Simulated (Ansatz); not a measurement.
Two isomers of C3H6O2Si: A = `C=C=C(O)[SiH2]O`, B = `C=C1C[SiH](O)O1`.

Calculated with Ansatz (gas phase, PBE0-D4/def2-TZVP geometries, no zero-point term in ΔE). CCSD(T)/CBS adds triple-zeta CCSD(T) − MP2 to the extrapolated MP2 energy (def2 sets, frozen cores). Functionals use def2-TZVPP. One conformer a species, not always the lowest.

Problem. Which is lower in electronic energy at CCSD(T)/CBS, and by how much? (Estimate.)

Solution. Ansatz gave: B, by 50.6 kcal/mol.

Problem. Give E(B) − E(A) in kcal/mol with B2PLYP, CCSD(T)/def2-TZVPP, CCSD/def2-TZVPP, PBE-D4, ωB97M-V, r2SCAN-D4, PBE0-D4. (Best estimate.)

Solution. The calculation gave: B2PLYP -48.6, CCSD(T)/def2-TZVPP -50.5, CCSD/def2-TZVPP -51.0, PBE-D4 -47.5, ωB97M-V -51.6, r2SCAN-D4 -50.1, PBE0-D4 -51.2. None reverses the order clearly.

Largest T1 diagnostic: 0.013.

In def2-TZVPP, CCSD(T) changes the Hartree–Fock value by −1.6 kcal/mol (the triples alone add +0.5 kcal/mol) and MP2 by −4.3 kcal/mol. From PBE to PBE0 (25 % exact exchange), in def2-TZVPP and without D4, E(B) − E(A) moves by −3.8 kcal/mol.
